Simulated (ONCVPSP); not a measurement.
# An all-electron radial function and its pseudo partner (indium)

Columns: radius, all-electron u(r) and pseudo u(r) of the 4p shell (level -81.62 eV) of indium in the configuration [Ar] 3d10 4s2 4p6 4d10 5s2 5p0.5; PBE, scalar-relativistic, ONCV scheme, ONCVPSP 4.0.1.

| r (bohr) | all-electron | pseudo |
| --- | --- | --- |
| 0.075 | 0.4134 | 0.0267 |
| 0.150 | -0.1600 | 0.1036 |
| 0.225 | -0.6143 | 0.2228 |
| 0.300 | -0.5841 | 0.3723 |
| 0.375 | -0.2452 | 0.5373 |
| 0.450 | 0.1875 | 0.7024 |
| 0.525 | 0.5813 | 0.8531 |
| 0.600 | 0.8807 | 0.9778 |
| 0.675 | 1.0737 | 1.0681 |
| 0.750 | 1.1721 | 1.1203 |
| 0.825 | 1.1958 | 1.1343 |
| 0.900 | 1.1660 | 1.1137 |
| 0.975 | 1.1012 | 1.0645 |
| 1.050 | 1.0158 | 0.9940 |
| 1.125 | 0.9208 | 0.9099 |
| 1.200 | 0.8234 | 0.8191 |
| 1.275 | 0.7286 | 0.7273 |
| 1.350 | 0.6393 | 0.6390 |
| 1.425 | 0.5572 | 0.5571 |
| 1.500 | 0.4829 | 0.4828 |
| 1.575 | 0.4167 | 0.4166 |
| 1.650 | 0.3582 | 0.3581 |
| 1.725 | 0.3070 | 0.3069 |
| 1.800 | 0.2623 | 0.2623 |
| 1.875 | 0.2237 | 0.2236 |
| 1.950 | 0.1904 | 0.1903 |

Q: How many radial nodes do the two functions have?

A: The all-electron 4p function has n − l − 1 = 2; the pseudo-wave has 0, since the states of the same l below it are removed with the core.

Q: At about which radius was the pseudo-wave matched?

A: 1.45 bohr. The columns agree to 0.0005 from 1.35 bohr on; several derivatives are matched, so the curves merge somewhat inside the radius.

Q: Is the pseudo-wave norm-conserving?

A: Yes: the ONCV scheme keeps the norm inside the radius equal to the all-electron one, which fixes the energy derivative of the logarithmic derivative at the level.
